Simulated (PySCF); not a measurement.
Question: Write Cartesian coordinates for `C=N[SiH2]O[SiH3]` as optimised with PBE0-D3(BJ)/def2-SVP.

Answer: 
```xyz
12
CH7NOSi2 angstrom
C      2.3450    0.7915    0.4019
N      1.2647    0.5720   -0.2104
Si     0.4962   -0.9893   -0.4105
O     -1.0672   -0.8444    0.1018
Si    -2.3122    0.2589    0.0561
H      2.9612    0.0082    0.8963
H      2.7491    1.8186    0.4817
H      1.1496   -2.0635    0.3980
H      0.5427   -1.3164   -1.8633
H     -3.5686   -0.4640    0.4013
H     -2.0813    1.3501    1.0473
H     -2.4397    0.8508   -1.3097
```

Orientation and origin are arbitrary. Atoms count from 1 in this order. O4 (siloxane oxygen) is bent (angle 139.3°). Si3 (oxygen-bound silicon) is tetrahedral (angles from 107.1° to 112.8°). Si5 (oxygen-bound silicon) is tetrahedral (angles from 107.6° to 110.6°).

Bonds between heavy atoms (Å): C1=N2 1.261, N2–Si3 1.752, Si3–O4 1.652, O4–Si5 1.664.

Computed, not measured: PBE0-D3(BJ)/def2-SVP geometry optimisation, gas phase in PySCF.

Point group: C1 (no symmetry element, even within 0.4 Å). Stationary, but not proved a minimum. One conformer, not necessarily the lowest (C1–N2–Si3–O4 127°, N2–Si3–O4–Si5 38°).

The run took 2.0 min wall on an Arm Neoverse N1 with one thread (shared host), and the process peaked at 0.46 GiB of memory. These figures are those of the optimisation.
